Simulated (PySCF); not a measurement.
C2H10O2Si2, SMILES CO[Si@@H](O)C[SiH3].

Geometry: B3LYP-D3(BJ)/def2-SVP. The structure was generated by enumeration; whether it is a known compound was not checked. Other conformers were not sampled.

Computed with TDA-PBE/def2-SVPD run with PySCF.

Vertical excitations. Isolated molecule, no solvent.

Computed excitation energies, oscillator strengths and character:
```csv
state,energy (eV),λ (nm),f,main pairs
S1,6.14,202,0.013,HOMO→LUMO 99 %
S2,6.51,191,0.002,HOMO−1→LUMO 99 %
S3,6.69,185,0.004,HOMO→LUMO+1 93 %
S4,6.70,185,0.001,HOMO−2→LUMO 93 %
S5,6.88,180,0.003,HOMO→LUMO+2 98 %
S6,7.11,174,0.038,HOMO−1→LUMO+1 89 %
T1,6.03,205,0,HOMO→LUMO 99 %
T2,6.41,193,0,HOMO−1→LUMO 98 %
```
Triplets are in the Tamm–Dancoff approximation.
